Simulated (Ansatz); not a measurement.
The same path of F$_{2}$H$_{2}$SeSi$_{2}$ (7 atoms, charge 0, multiplicity 1) was run twice with different band settings. Lost on the way: Si2–H6. Made: Se3–H6.

Computed with RKS PBE0/def2-SVP (Ansatz 0.2.0).

Relaxed end points:

```xyz
7
Properties=species:S:1:pos:R:3
F -0.467 -2.056 -1.136
Si -0.832 -0.693 -0.333
Se -0.258 1.269 -1.354
Si 0.794 0.581 0.555
F 2.353 0.155 0.404
H -2.244 -0.822 0.102
H 0.715 1.498 1.718
```

```xyz
7
Properties=species:S:1:pos:R:3
F 0.303 -2.195 -1.258
Si -0.693 -1.680 -0.047
Se -0.901 0.798 -1.063
Si 0.687 0.162 0.626
F 2.159 0.520 0.029
H -1.914 1.210 -0.077
H 0.420 1.117 1.744
```

Common settings: movable images 5; climbing image yes; optimiser quadratic models (default); start path through a guess of the saddle point; force threshold 0.05 eV/Å; iteration limit 60; end points relaxed.

| run | spring |
| --- | --- |
| 1 | 5.0 eV/Å² |
| 2 | 50.0 eV/Å² |

Question: What does each run give, and how far can it be trusted?

Answer: Run 1: converged after 11 iterations, highest image 1.711 eV above the first end. A vibrational analysis at the climbing image gives one clearly imaginary mode, 279i cm⁻¹: a first-order saddle point.
Run 2: converged after 11 iterations, highest image 1.711 eV above the first end. Another band between the same ends (5 images) ends at a top of the same energy, where a vibrational analysis finds 1 clearly imaginary mode.
The orbitals stay closed-shell, which can raise the energy where a bond breaks towards radicals; this wasn't checked here.
